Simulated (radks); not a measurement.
Results of a calculation; reference values are marked as such.
Question: Neutral neon, [Ne]. Code: a radial shooting solver on a logarithmic mesh with Libxc functionals. Model: non-relativistic Kohn-Sham, exchange-only PBE, spin-polarised, spherical densities, point nucleus. Every spin shell is full or empty, so the densities are truly spherical. Functionals are evaluated on that one density, not self-consistently. Rank these exchange functionals by their error against the exact value of the orbitals, and give that value: LDA, PBEsol, WC, AM05, SOGGA, B86b, TPSS, TASK.

Answer: Exact: -12.0195 hartree. From best to worst, with 100 (|E| - |E exact|)/|E exact| (equal figures are ties): B86b +0.61, TPSS +0.82, WC -1.40, TASK -2.45, PBEsol -3.44, SOGGA -3.50, AM05 -7.33, LDA -8.68.
